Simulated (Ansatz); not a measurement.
Ligand exchange on a metal centre used in film growth or etching (Zn Cl-CH3). All species are isolated molecules in the gas phase. One relaxed conformer stands for each flexible species; it need not be the lowest.

Quantity: redistribution energy (mixed species minus the weighted end members), in kcal/mol.

Case: 1 of 2 Cl replaced by CH3: [Zn(Cl)(CH3)]. The other species in the difference include [Zn(Cl)2] (neutral, multiplicity 1). Geometry of [Zn(Cl)(CH3)] (neutral, multiplicity 1, Å):

```xyz
6

Zn     0.0177     0.0071    -0.0050
Cl     1.7747     0.4722     1.0988
C     -1.5794    -0.4143    -1.0109
H     -1.6633     0.2385    -1.8981
H     -2.4811    -0.2713    -0.3892
H     -1.5580    -1.4640    -1.3541
```

Question: What redistribution energy (mixed species minus the weighted end members) does frozen-core CCSD(T)/def2-TZVPP // TPSS-D3(BJ)/def2-SVP (Ansatz, a first-principles code) give?

Answer: -3.99 kcal/mol.
